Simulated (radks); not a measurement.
Effect of the nuclear size on neutral gold, [Xe] 4f14 5d10 6s1. Method: Dirac Kohn-Sham, PBE, spin-unpolarised, spherical densities, finite nucleus; Fermi nuclear charge, rms radius 5.4371 fm; computed with a radial shooting solver on a logarithmic mesh with Libxc functionals. The rms radius is varied about that value; shifts are against it.

| rms radius (fm) | total energy shift (eV) | density at nucleus (e/bohr^3) | 1s1/2 shift (meV) | 2s1/2 shift (meV) | 4p1/2 shift (meV) | 5s1/2 shift (meV) | 6s1/2 shift (meV) | 6p1/2 (empty) shift (meV) |
|---|---|---|---|---|---|---|---|---|
| 4.6215 | -27.1 | 2.287e+06 | -10900 | -1610 | -1.81 | -18.0 | -1.33 | 0.153 |
| 5.1054 | -11.4 | 2.198e+06 | -4550 | -673 | -0.759 | -7.53 | -0.555 | 0.064 |
| 5.4371 | 0 | 2.143e+06 | 0.000 | 0.000 | 0.000 | 0.000 | 0.000 | 0.000 |
| 5.622 | 6.52 | 2.115e+06 | 2610 | 386 | 0.437 | 4.32 | 0.318 | -0.037 |
| 6.0515 | 22.2 | 2.053e+06 | 8880 | 1310 | 1.49 | 14.7 | 1.08 | -0.124 |

Slopes of the eigenvalues against <r^2> in GHz/fm^2, as finite differences over the two radii next to the reference (eigenvalue slopes, not the field-shift constants of lines): 1s1/2 313000, 2s1/2 46200, 4p1/2 52.2, 5s1/2 517, 6s1/2 38.1, 6p1/2 (empty) -4.38.
